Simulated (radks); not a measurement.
Spherical jellium clusters: N electrons in a uniform positive sphere of charge N and radius rs N^(1/3), rs = 3.12 bohr. Method: non-relativistic Kohn-Sham, PBE, spin-polarised, spherical densities; computed with a radial shooting solver with Libxc functionals. Levels are named by radial order and angular momentum (1s, 1p, 1d, 2s, ...), and open shells are averaged over m.

N = 20, configuration 1s2 1p6 1d10 2s2. This is the lowest configuration that the search found. Occupied and some empty levels:

| level | occupation | eigenvalue (eV) | <r> (bohr) |
|---|---|---|---|
| 1s | 2 | -6.7454 | 5.361 |
| 1p | 6 | -5.5203 | 6.337 |
| 1d | 10 | -3.9695 | 7.095 |
| 2s | 2 | -3.2034 | 6.146 |
| 1f | 0 | -2.1965 | 7.859 |
| 2p | 0 | -1.4589 | 8.202 |
| 1g | 0 | -0.33279 | 9.009 |

Energy (eV): total -34.7534, kinetic 52.488, external -1508.8, Hartree 739.72, exchange-correlation -89.276, background 771.14.
